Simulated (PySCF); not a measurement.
Match the calculated data to a structure.

All candidates are C5H6Cl2O.

| technique | computed result |
| --- | --- |
| Polarisability | 91.1 au [B3LYP/def2-SVPD] |
| UV, strongest line | among the 8 lowest singlet transitions: S3 at 6.35 eV (195 nm, f = 0.103) [TDDFT B3LYP/def2-SVPD] |
| UV, first state | lowest singlet excitation: 5.09 eV (244 nm, f = 0.073) [TDDFT B3LYP/def2-SVPD] |
| Dipole | 2.50 D [B3LYP/def2-SVPD] |
| Rotational structure | rotational constants A, B, C: 2.311, 0.924, 0.801 GHz [GFN2-xTB] |
| Triplet | lowest triplet excitation (Tamm–Dancoff): 4.03 eV [TDA B3LYP/def2-SVPD] |

Electronic properties: PySCF, gas phase, density fitting. Levels stand in brackets. Isolated species at its GFN2-xTB geometry (one conformer only).

Question: Which candidate is it?
A. `ClC(Cl)C1=CCOC1`
B. `ClC(Cl)[C@H]1C=CCO1`
C. `C=CO/C=C\C(Cl)Cl`

Answer: A. It is `ClC(Cl)C1=CCOC1`. Numbering: `[Cl:1][CH:2]([Cl:3])[C:4]1=[CH:5][CH2:6][O:7][CH2:8]1`. Its formula, C5H6Cl2O, gives 2 degrees of unsaturation: 1 ring and 1 π bond in the structure found. S1 is mainly HOMO→LUMO (weight 0.94); the largest Löwdin shares of the orbital it empties are 0.34 on the cyclic ether oxygen, 0.10 on each of 2 atoms of one kind (sp3 carbon bound to oxygen) and 0.10 on the fully substituted alkene carbon, of the orbital it fills 0.27 on the alkene CH carbon, 0.20 on the fully substituted alkene carbon and 0.12 on the CHCl2 carbon. The optimised geometry has point group Cs and is an asymmetric top.

The others, at the same levels:
- `ClC(Cl)[C@H]1C=CCO1` fails: its computed lowest singlet excitation is 5.96 eV (208 nm, f = 0.068) (against 5.09 eV), lowest triplet excitation (Tamm–Dancoff) is 4.39 eV (against 4.03 eV) and static isotropic polarisability is 87.6 au (against 91.1 au).
- `C=CO/C=C\C(Cl)Cl` fails: its computed lowest singlet excitation is 5.36 eV (231 nm, f = 0.410) (against 5.09 eV), static isotropic polarisability is 102.7 au (against 91.1 au) and rotational constant A is 2.441 GHz (against 2.311 GHz).

Each candidate is one conformer, not necessarily the lowest. Dipoles, sizes and rotational constants follow the conformer. The torsions of the flexible species, by atom-mapped SMILES:
- `[Cl:1][CH:2]([Cl:3])[C:4]1=[CH:5][CH2:6][O:7][CH2:8]1`: Cl1–C2–C4–C5 120°
- `[Cl:1][CH:2]([Cl:3])[C@H:4]1[CH:5]=[CH:6][CH2:7][O:8]1`: Cl1–C2–C4–C5 -48°
- `[CH2:1]=[CH:2][O:3]/[CH:4]=[CH:5]\[CH:6]([Cl:7])[Cl:8]`: C1–C2–O3–C4 180°, C2–O3–C4–C5 180°, C4–C5–C6–Cl7 -120°
